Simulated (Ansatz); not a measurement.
C2H8B2, SMILES `CBBC`, relaxed with RKS PBE0-D4/def2-TZVP in the Gaussian-basis code of Ansatz from a PBE-D4/def2-SVP geometry. The force threshold is 0.005 eV/Å; the program also tests the step.

Charge 0, multiplicity 1.

Start:

```xyz
12

C     0.082   -2.017   -0.036
B     0.402   -0.627   -0.698
B    -0.356    0.831   -0.475
C    -0.106    1.914    0.637
H    -0.882   -2.103    0.502
H     0.206   -2.877   -0.727
H     0.893   -2.145    0.724
H     1.353   -0.607   -1.481
H    -1.247    1.085   -1.287
H    -0.972    1.788    1.333
H     0.815    1.802    1.242
H    -0.190    2.957    0.267
```

Q: How much energy does the relaxation release, and in how many steps? (An estimate is asked.)

A: Computed: 4.17 kJ/mol, in 7 steps.

Q: Which bonds change most? (Estimate.)

A: Ansatz gave: B2–H8 from 1.232 to 1.209 Å; B3–H9 from 1.232 to 1.209 Å; C4–H10 from 1.119 to 1.101 Å; C1–H7 from 1.119 to 1.101 Å.

Q: Give the relaxed structure. (Best estimate.)

A: The calculation gave: 
```xyz
12

C     0.090   -1.977   -0.025
B     0.420   -0.611   -0.712
B    -0.374    0.819   -0.495
C    -0.114    1.872    0.633
H    -0.867   -2.037    0.494
H     0.192   -2.827   -0.706
H     0.881   -2.120    0.728
H     1.370   -0.606   -1.460
H    -1.266    1.078   -1.269
H    -0.960    1.764    1.330
H     0.802    1.743    1.212
H    -0.175    2.902    0.272
```
